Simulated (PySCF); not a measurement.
C₂H₄Cl₂Sn. Atoms are numbered in the order given.

```xyz
9

Sn     0.2421    -0.1171     0.3952
Cl    -0.5937     2.0357    -0.0472
Cl     1.7095    -0.6556    -1.3588
C     -1.4456    -1.3929     0.2993
C     -2.6565    -0.8971     0.0392
H      1.1906    -0.0262     1.8089
H     -1.2941    -2.4674     0.4518
H     -3.5367    -1.5473    -0.0238
H     -2.8216     0.1735    -0.1257
```
Charge 0, spin multiplicity 1.

Geometry: PBE0-D3(BJ)/def2-SVP. The structure was generated by enumeration; whether it is a known compound was not checked. The def2 effective core potentials stand for the cores of Sn; spin–orbit coupling is left out. Other conformers were not sampled.

Method: TDDFT-PBE/def2-SVPD in PySCF.

Vertical excitations. Gas-phase values at a fixed geometry.

```json
[
 {"state": "S1", "energy (eV)": "5.06", "λ (nm)": "245", "f": "0.020", "main pairs": "HOMO→LUMO 92 %"},
 {"state": "S2", "energy (eV)": "5.23", "λ (nm)": "237", "f": "0.010", "main pairs": "HOMO−1→LUMO 88 %"},
 {"state": "S3", "energy (eV)": "5.30", "λ (nm)": "234", "f": "0.004", "main pairs": "HOMO−3→LUMO 58 %, HOMO−2→LUMO 37 %"},
 {"state": "S4", "energy (eV)": "5.38", "λ (nm)": "230", "f": "0.011", "main pairs": "HOMO−2→LUMO 36 %, HOMO−3→LUMO 29 %, HOMO−1→LUMO+1 20 %, HOMO→LUMO+1 9 %"},
 {"state": "S5", "energy (eV)": "5.44", "λ (nm)": "228", "f": "0.015", "main pairs": "HOMO−4→LUMO 92 %"},
 {"state": "S6", "energy (eV)": "5.54", "λ (nm)": "224", "f": "0.013", "main pairs": "HOMO→LUMO+1 70 %, HOMO−1→LUMO+1 11 %"},
 {"state": "S7", "energy (eV)": "5.64", "λ (nm)": "220", "f": "0.020", "main pairs": "HOMO−1→LUMO+1 39 %, HOMO−2→LUMO+1 37 %, HOMO−2→LUMO 9 %"},
 {"state": "S8", "energy (eV)": "5.77", "λ (nm)": "215", "f": "0.018", "main pairs": "HOMO−3→LUMO+1 70 %, HOMO−2→LUMO+1 16 %"},
 {"state": "S9", "energy (eV)": "5.85", "λ (nm)": "212", "f": "0.010", "main pairs": "HOMO−4→LUMO+1 94 %"},
 {"state": "S10", "energy (eV)": "6.15", "λ (nm)": "202", "f": "0.006", "main pairs": "HOMO−5→LUMO 87 %"},
 {"state": "T1", "energy (eV)": "4.35", "λ (nm)": "285", "f": "0", "main pairs": "HOMO−1→LUMO 24 %, HOMO−2→LUMO 24 %, HOMO−2→LUMO+1 15 %, HOMO−1→LUMO+1 13 %"},
 {"state": "T2", "energy (eV)": "4.71", "λ (nm)": "263", "f": "0", "main pairs": "HOMO→LUMO 93 %"},
 {"state": "T3", "energy (eV)": "4.94", "λ (nm)": "251", "f": "0", "main pairs": "HOMO−1→LUMO 64 %, HOMO−2→LUMO 28 %"},
 {"state": "T4", "energy (eV)": "5.09", "λ (nm)": "244", "f": "0", "main pairs": "HOMO−3→LUMO 59 %, HOMO−2→LUMO 25 %"}
]
```
Triplets are in the Tamm–Dancoff approximation, which puts them higher than full response would, so one can lie above its singlet here.
